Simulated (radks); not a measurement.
Species: Se4+. Configuration: [Ar] 3d10 4s2.

Method: non-relativistic Kohn-Sham, exchange-only B88, spin-polarised, spherical densities, point nucleus; computed with a radial shooting solver on a logarithmic mesh with Libxc functionals.

Energy parts (hartree):
part                   energy
total             -2396.23905
kinetic            2396.23905
electron-nucleus  -5676.92928
Hartree             968.66421
exchange            -84.21304

Orbitals (lengths in bohr, moments of r in powers of bohr; <r^-3> diverges for s and p1/2; r(max) is where P^2 peaks):
orbital  occ.  eigenvalue (hartree)   <1/r>  <r^-3>   r(max)
1s          2             -454.0588   33.50       -  0.02971
2s          2             -59.25958   7.404       -   0.1682
2p          6             -53.41597   7.383    1150   0.1333
3s          2              -9.39822   2.428       -   0.5115
3p          6              -7.38754   2.314   162.1   0.5040
3d         10              -3.82366   2.048   20.20   0.4508
4s          2              -2.20195  0.8196       -    1.445

The highest occupied level is 4s at -59.918 eV. Virial ratio -V/T = 2.00000. Summed over all electrons, <r^2> = 14.28 bohr^2, which gives a Langevin (diamagnetic) susceptibility term of -11.3 x 10^-6 cm^3/mol. The electron density at the nucleus is 2.71e+04 e/bohr^3. The density falls to 0.001 e/bohr^3 at r = 2.96 bohr.
